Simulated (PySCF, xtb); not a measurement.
BClHN2+: which of two isomers lies lower

Structure I: `ClB1N=[NH+]1`, a singlet. Structure II: `N=[N+]=BCl`, a singlet. Both are isolated ions in the gas phase, relaxed with PBE-D3(BJ)/def2-SVP.

I (Å):

```xyz
5

B    -3.1405    0.2724    1.0597
Cl   -4.2321   -0.1928    2.2188
N    -2.5136    1.2256    0.0953
N    -2.0236    0.0538    0.1756
H    -1.2105   -0.3309   -0.3704
```

II (Å):

```csv
atom,x (Å),y (Å),z (Å)
B,-2.7979,-0.4627,-0.1543
Cl,-3.2625,-1.6228,-1.2157
N,-2.0417,1.3280,1.4384
N,-2.5759,0.4178,0.8196
H,-2.5535,1.5028,2.3487
```

Energies in hartree; the thermal terms are from GFN2-xTB frequencies at re-optimised GFN2-xTB minima (ideal gas, soft modes damped towards free rotors, one conformer each, 298.15 K, 1 atm) and include the zero-point energy:

|  | I | II |
| --- | --- | --- |
| E, CCSD(T)/def2-SVP | −593.670552 | −593.651920 |
| E, MP2/def2-SVP | −593.624547 | −593.600711 |
| E, MP2/def2-TZVPP | −594.067541 | −594.044056 |
| zero-point energy | 0.022554 | 0.021165 |
| H(298 K) − E | 0.027621 | 0.027215 |
| G(298 K) − E | −0.004218 | −0.005842 |

Correct the CCSD(T) difference for the basis set by the MP2 change, then work out ΔE, ΔE₀, ΔH and ΔG for I → II in kcal/mol (1 Eh = 627.51 kcal/mol) and the equilibrium ratio [II]/[I].

1. Differences II − I: CCSD(T) +0.018632, MP2 in the small set +0.023836, MP2 in the large set +0.023485 Eh.
2. ΔE = +0.018632 + (+0.023485 − (+0.023836)) = +0.018281 Eh = +11.47 kcal/mol.
3. ΔE₀ = ΔE + ΔZPE = +0.018281 + (−0.001389) Eh = +10.60 kcal/mol.
4. ΔH = ΔE + (−0.000406) Eh = +11.22 kcal/mol.
5. ΔG = ΔE + (−0.001624) Eh = +10.45 kcal/mol, so ΔS = (ΔH − ΔG)/T = +10.7 J/(mol K).
6. kT = 0.9442 mEh, so K = [II]/[I] = exp(−ΔG/kT) = exp(−17.64) ≈ 2.2 × 10^−8.

Structure I is favoured at this temperature. An error of 1 kcal/mol in ΔG would change K by a factor of 5.4. GFN2-xTB gave ΔE the other sign. Large T1 diagnostics make the coupled-cluster value less sure. Mirror images and further conformers aren't counted.

As drawn, II has 1 B=N in place of 2 B–N. Structure I has a 3-membered ring, II no ring.

Other levels gave ΔE = −18.7 (GFN2-xTB); +24.3 (HF/STO-3G, GFN2-xTB geometries); +10.0 (r2SCAN-D4/def2-SVP, GFN2-xTB geometries); +7.3 (PBE-D3(BJ)/def2-SVP); +12.5 (HF/def2-SVP); +15.0 (MP2/def2-SVP); +11.7 (CCSD(T)/def2-SVP) kcal/mol. The correlated steps freeze 8 core orbitals. Programs: PySCF 2.14.0, xtb 6.7.1.
